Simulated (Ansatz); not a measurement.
Saddle point of SiH$_{4}$Cl$_{2}$O, closed shell (SiH₂Cl₂O ([OH][SiH]([Cl])[Cl]) + H₂ → SiH₂Cl₂ ([Cl][SiH2][Cl]) + H₂O; bonds formed: Si1–H7, O2–H6; bonds broken: Si1–O2, H6–H7), PBE0-D4/def2-TZVP structure:

```tsv
atom	x (Å)	y (Å)	z (Å)
Si1	-0.3419	-0.1841	-0.3998
O2	1.0611	0.7329	0.3364
Cl3	-0.0449	-1.8796	-1.5351
Cl4	-2.1585	0.0586	0.5551
H5	-0.5096	0.7992	-1.4925
H6	0.8152	-0.1474	1.0439
H7	0.2003	-1.0499	0.9358
H8	0.9783	1.6701	0.5563
```

Energies are electronic, without zero-point energy. Barriers and step energies count from the start structure reached by relaxing down the imaginary mode; all methods use the PBE0-D4 structures, on which another method's saddle can fall below an end. Program: Ansatz 0.2.0. Basis: def2-TZVPP, with def2-QZVPP for the basis limit. Cores are frozen in the correlated methods. B3LYP uses VWN-RPA correlation. Extrapolation: Hartree–Fock as exp(−7.88 √X), correlation as X^−2.97.

```tsv
method	barrier (kJ/mol)	step energy (kJ/mol)
SPW92	172.5	72.4
PBE-D4	?	74.3
BLYP-D4	235.0	81.5
r2SCAN-D4	226.4	83.0
B97M-V	?	81.0
PBE0-D4	223.2	73.7
B3LYP-D4	243.4	80.2
r2SCAN0-D4	235.0	80.5
BHLYP-D4	261.1	79.7
CAM-B3LYP-D4	244.1	80.4
wB97X-V	?	76.8
wB97M-V	238.3	77.5
B2PLYP	248.1	81.2
PBE-QIDH	237.7	77.6
RPA on PBE	247.0	75.6
HF	309.2	78.5
MP2	246.1	83.7
CCSD	256.3	76.4
CCSD(T)	247.9	78.1
```

Question: Fill in the withheld barriers. (An estimate is asked for; the value comes from the calculation.)

Answer: The calculation gives: PBE-D4 208.7; B97M-V 236.4; wB97X-V 241.4 kJ/mol. Each is the energy of the saddle less that of the start structure, by the same method.

For comparison, the barrier by CCSD(T) at an estimated basis limit (MP2 extrapolated from triple and quadruple zeta, plus CCSD(T) − MP2 in triple zeta) is 247.5 kJ/mol.

T1 diagnostic: at most 0.011.

Labels in which every atom is bracketed show which atoms are joined, not bond orders.

For scale, one of the runs: CCSD(T)/def2-TZVPP, 213 basis functions, launched by `ansatz run in.yaml --threads 4 --pin off --events-out ev --progress --plain --max-ram 9574MiB`. Time: 54 s of wall clock on 4 CPU threads of an Arm Neoverse V2; the host was shared. Peak host memory: 2.8 GiB.
